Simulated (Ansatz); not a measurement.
**Which is lower?**

The two ends of one reaction step of GaH3BrCl, closed shell (PBE0-D4/def2-TZVP).

A:

Ga1  (-0.701, -0.401, 0.411)
Br2  (-0.998, 1.771, -0.430)
H3  (-1.200, -1.518, -0.549)
H4  (-0.361, -0.444, 1.928)
H5  (1.397, 0.875, -0.853)
Cl6  (1.863, -0.284, -0.508)
(Å)

B:

```csv
atom,x (Å),y (Å),z (Å)
Ga1,-0.2490,-0.8057,0.4337
Br2,-0.6433,1.8642,-0.5902
H3,-1.2398,-1.5139,-0.5347
H4,-0.4019,-0.4414,1.9385
H5,0.7205,1.6325,-0.9520
Cl6,1.8134,-0.7356,-0.2955
```

Ansatz 0.2.0; basis: def2-TZVPP; cores frozen in the correlated methods. Filled d shells of the heavier atoms are correlated. The def2 sets are not built for correlating such inner shells, so the correlated values are less sure here. B3LYP uses VWN-RPA correlation.

Which structure is lower at CCSD(T), and by how much? (An estimate is asked for; the value comes from the calculation.)

The calculation gives: A, by 11.3 kJ/mol (electronic energy, against the other). By their contacts, A is GaH₃BrCl ([ClH][GaH2][Br]) and B is GaH₃BrCl ([Cl][GaH2][BrH]).

All methods give the same order:

```csv
method,E(B) − E(A) (kJ/mol)
SPW92,14.5
PBE-D4,12.9
BLYP-D4,11.1
r2SCAN-D4,11.9
B97M-V,7.5
PBE0-D4,13.2
B3LYP-D4,11.4
r2SCAN0-D4,12.6
BHLYP-D4,11.7
CAM-B3LYP-D4,10.7
wB97X-V,10.8
wB97M-V,11.9
B2PLYP,11.5
PBE-QIDH,13.1
RPA on PBE,9.8
HF,10.4
MP2,12.3
CCSD,10.8
CCSD(T),11.3
```

The T1 diagnostic stays at or below 0.010.

Labels in which every atom is bracketed show which atoms are joined, not bond orders.

For scale, one of the runs: CCSD(T)/def2-TZVPP, 180 basis functions, launched by `ansatz run in.yaml --threads 4 --pin off --events-out ev --progress --plain --max-ram 9574MiB`. Hardware: 4 CPU threads of an Arm Neoverse V2, shared host. Wall time 42 s; peak host memory 1.7 GiB.
